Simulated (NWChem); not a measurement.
System: SnHSF, singlet; SMILES [F][Sn][SH]

Input file for NWChem:

```
start job
memory heap 200 mb stack 900 mb global 1100 mb
geometry units angstroms noautoz
  Sn     0.357367     0.422034     0.000622
  F     -1.448845     1.174347    -0.000533
  S     -0.394815    -1.911248     0.000921
  H      0.879268    -2.367558     0.001726
end
basis spherical
  * library sto-3g
end
dft
  xc pbe0
  iterations 150
  mulliken
end
task dft energy
```

Output (shortened):

```
             Northwest Computational Chemistry Package (NWChem) 7.3.0
             --------------------------------------------------------

 CS  symmetry detected

                             Geometry "geometry" -> ""
                             -------------------------

 Output coordinates in angstroms (scale by  1.889725989 to convert to a.u.)

  No.       Tag          Charge          X              Y              Z
 ---- ---------------- ---------- -------------- -------------- --------------
    1 Sn                  50.0000     0.33508421     0.46238042     0.00000000
    2 F                    9.0000    -1.51757453     1.09169238     0.00000000
    3 S                   16.0000    -0.25869952    -1.91614930     0.00000000
    4 H                    1.0000     1.04315237    -2.28586354     0.00000000

 Effective nuclear repulsion energy (a.u.)     334.4623851498

      Symmetry information
      --------------------

 Group name             Cs
 Group number              2
 Group order               2
 No. of unique centers     4

                                 NWChem DFT Module
                                 -----------------

 Summary of "ao basis" -> "ao basis" (spherical)
 ------------------------------------------------------------------------------
       Tag                 Description            Shells   Functions and Types
 ---------------- ------------------------------  ------  ---------------------
 Sn                          sto-3g                 11       27   5s4p2d
 F                           sto-3g                  3        5   2s1p
 S                           sto-3g                  5        9   3s2p
 H                           sto-3g                  1        1   1s

      Symmetry analysis of basis
      --------------------------

        a'         31
        a"         11

            General Information
            -------------------
          SCF calculation type: DFT
          Wavefunction type:  closed shell.
          No. of atoms     :     4
          No. of electrons :    76
           Alpha electrons :    38
            Beta electrons :    38
          Charge           :     0
          Spin multiplicity:     1
          Use of symmetry is: on ; symmetry adaption is: on
          Maximum number of iterations: 150
          AO basis - number of functions:    42
                     number of shells:    20
          Convergence on energy requested:  1.00D-06
          Convergence on density requested:  1.00D-05
          Convergence on gradient requested:  5.00D-04

              XC Information
              --------------
                         PBE0 Method XC Functional
                     Hartree-Fock (Exact) Exchange  0.250
          PerdewBurkeErnzerhof Exchange Functional  0.750
            Perdew 1991 LDA Correlation Functional  1.000 local
           PerdewBurkeErnz. Correlation Functional  1.000 non-local

             Grid Information
             ----------------
          Grid used for XC integration:  medium
          Radial quadrature: Mura-Knowles
          Angular quadrature: Lebedev.
          Tag              B.-S. Rad. Rad. Pts. Rad. Cut. Ang. Pts.
          ---              ---------- --------- --------- ---------
          Sn                  1.45      123           8.0       590
          F                   0.50       49          10.0       434
          S                   1.00       88           8.0       590
          H                   0.35       45           8.0       434
          Grid pruning is: on
          Number of quadrature shells:   305
          Spatial weights used:  Erf1

      Superposition of Atomic Density Guess
      -------------------------------------

 Sum of atomic energies:       -6454.77279208

      Non-variational initial energy
      ------------------------------

 Total energy =   -6454.363344
 1-e energy   =   -9609.633831
 2-e energy   =    2820.808102
 HOMO         =      -0.089561
 LUMO         =       0.144061

      Symmetry analysis of molecular orbitals - initial
      -------------------------------------------------

  Numbering of irreducible representations:

     1 a'          2 a"

  Orbital symmetries:

     1 a'          2 a'          3 a'          4 a'          5 a"
     6 a'          7 a'          8 a'          9 a'         10 a"
    11 a'         12 a'         13 a'         14 a'         15 a"
    16 a"         17 a'         18 a'         19 a'         20 a"
    21 a'         22 a'         23 a'         24 a"         25 a'
    26 a'         27 a'         28 a'         29 a"         30 a"
    31 a'         32 a'         33 a'         34 a"         35 a'
    36 a'         37 a"         38 a'         39 a"         40 a'
    41 a'         42 a'

     ---------------------------------------------
      Total Density - Mulliken Population Analysis
     ---------------------------------------------

    Atom       Charge   Shell Charges
 -----------   ------   -------------------------------------------------------
    1 Sn  50    48.92   2.00  2.00  6.00  2.00  5.99  2.00  5.97  1.84  1.12 10.00  9.99
    2 F    9     9.69   2.00  1.96  5.73
    3 S   16    16.50   2.00  2.00  5.97  1.88  4.65
    4 H    1     0.88   0.88

   convergence    iter        energy       DeltaE   RMS-Dens  Diis-err
 ---------------- ----- ----------------- --------- --------- ---------
 d= 0,ls=0.0,diis     1  -6457.4662031330 -6.79D+03  8.73D-02  4.81D-01
 d= 0,ls=0.0,diis     2  -6455.4322061671  2.03D+00  6.75D-02  1.38D+01
 d= 0,ls=0.0,diis     3  -6457.5356548619 -2.10D+00  2.45D-02  3.32D-01
 d= 0,ls=0.0,diis     4  -6457.6070790428 -7.14D-02  8.03D-03  5.20D-02
 d= 0,ls=0.0,diis     5  -6457.6194620851 -1.24D-02  6.62D-04  1.84D-04
  Resetting Diis
 d= 0,ls=0.0,diis     6  -6457.6195140979 -5.20D-05  5.04D-05  7.66D-07
 d= 0,ls=0.0,diis     7  -6457.6195143735 -2.76D-07  2.00D-05  6.43D-08
 d= 0,ls=0.0,diis     8  -6457.6195143541  1.95D-08  1.36D-05  1.60D-07
 d= 0,ls=0.0,diis     9  -6457.6195143911 -3.70D-08  2.44D-06  4.96D-09

         Total DFT energy =    -6457.619514391071
      One electron energy =    -9605.026146024900
           Coulomb energy =     3010.855124546642
    Exchange-Corr. energy =     -197.910878062633
 Nuclear repulsion energy =      334.462385149821

 Numeric. integr. density =       75.999989882214

                  Occupations of the irreducible representations
                  ----------------------------------------------

                     irrep           alpha         beta
                     --------     --------     --------
                     a'               28.0         28.0
                     a"               10.0         10.0

                       DFT Final Molecular Orbital Analysis
                       ------------------------------------

 Vector   36  Occ=2.000000D+00  E=-1.904184D-01  Symmetry=a'
              MO Center= -1.0D+00,  9.4D-01, -3.1D-17, r^2= 1.8D+00
   Bfn.  Coefficient  Atom+Function         Bfn.  Coefficient  Atom+Function
  ----- ------------  ---------------      ----- ------------  ---------------
    31      0.883980  2 F  py                14      0.288464  1 Sn s
    15      0.282716  1 Sn px                40      0.161575  3 S  py
    11     -0.104760  1 Sn px                10     -0.082353  1 Sn s
    27      0.081995  1 Sn d  2              16      0.075160  1 Sn py
    42     -0.061261  4 H  s                 30     -0.054676  2 F  px

 Vector   37  Occ=2.000000D+00  E=-1.371565D-01  Symmetry=a"
              MO Center= -3.5D-01, -1.5D+00, -7.0D-17, r^2= 2.1D+00
   Bfn.  Coefficient  Atom+Function         Bfn.  Coefficient  Atom+Function
  ----- ------------  ---------------      ----- ------------  ---------------
    41      0.944585  3 S  pz                32     -0.324358  2 F  pz
    37     -0.295794  3 S  pz                17      0.204066  1 Sn pz
    13     -0.072876  1 Sn pz                24      0.036132  1 Sn d -1
     9      0.027031  1 Sn pz

 Vector   38  Occ=2.000000D+00  E=-1.112321D-01  Symmetry=a'
              MO Center=  1.9D-01,  1.6D-01,  1.1D-16, r^2= 3.8D+00
   Bfn.  Coefficient  Atom+Function         Bfn.  Coefficient  Atom+Function
  ----- ------------  ---------------      ----- ------------  ---------------
    14      0.615279  1 Sn s                 40     -0.497625  3 S  py
    15      0.409696  1 Sn px                30     -0.353897  2 F  px
    16      0.280499  1 Sn py                31     -0.271452  2 F  py
    39     -0.214144  3 S  px                10     -0.159242  1 Sn s
    36      0.155314  3 S  py                11     -0.150103  1 Sn px

 Vector   39  Occ=0.000000D+00  E= 4.847770D-02  Symmetry=a"
              MO Center=  1.1D-01,  2.9D-01,  2.2D-17, r^2= 2.8D+00
   Bfn.  Coefficient  Atom+Function         Bfn.  Coefficient  Atom+Function
  ----- ------------  ---------------      ----- ------------  ---------------
    17      0.959495  1 Sn pz                41     -0.374787  3 S  pz
    32     -0.356580  2 F  pz                13     -0.321031  1 Sn pz
     9      0.118959  1 Sn pz                37      0.112949  3 S  pz
     5     -0.046548  1 Sn pz

 Vector   40  Occ=0.000000D+00  E= 1.865858D-01  Symmetry=a'
              MO Center=  1.5D-01,  1.5D-01, -5.9D-17, r^2= 3.1D+00
   Bfn.  Coefficient  Atom+Function         Bfn.  Coefficient  Atom+Function
  ----- ------------  ---------------      ----- ------------  ---------------
    16      0.953015  1 Sn py                40      0.578006  3 S  py
    15     -0.391124  1 Sn px                30     -0.387720  2 F  px
    12     -0.290277  1 Sn py                29     -0.205618  2 F  s
    38      0.177936  3 S  s                 36     -0.161435  3 S  py
    42      0.143476  4 H  s                 11      0.123263  1 Sn px

[...]
```

Level: PBE0/STO-3G, non-relativistic. Low-valent species are run as closed-shell singlets; no triplet was tried in these runs. The geometry was optimised at PBE0/def2-SVP (def2 core potentials past Kr).
